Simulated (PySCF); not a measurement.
How methods differ on the ionisation energy of Ir⁴⁸⁺

Ir⁴⁸⁺ [Ar] 3d10 4s1 [4s1/2^1, M_J = 1/2] → Ir⁴⁹⁺ [Ar] 3d10, as a difference of total energies. All numbers are calculated (PySCF 2.14, the two-component X2C-1e Hamiltonian, in an uncontracted even-tempered set (16 s from 6.8 bohr⁻², ratio 2.8; 13 p from 8.9 bohr⁻², ratio 2.8; 8 d from 16 bohr⁻², ratio 2.8; 4 f from 35 bohr⁻², ratio 3)). Correlated levels: [Ne] frozen; the 72 highest virtual spinors dropped. "Screened" scales the spin-orbit matrix elements by Boettger's factors to mimic the two-electron term; Breit and QED terms are absent.

```json
{"method": "GHF (spin-free)", "ionisation energy (eV)": "2704.1"}
{"method": "GMP2 (spin-free)", "ionisation energy (eV)": "2705.3"}
{"method": "GHF (screened spin-orbit)", "ionisation energy (eV)": "2703.7"}
{"method": "GMP2 (screened spin-orbit)", "ionisation energy (eV)": "2704.9"}
```

Breit and QED terms and the two-electron picture change are absent.

For comparison: 2720.4 ± 1.4 eV (semi-empirical (NIST evaluation); NIST Atomic Spectra Database, ionization energies).
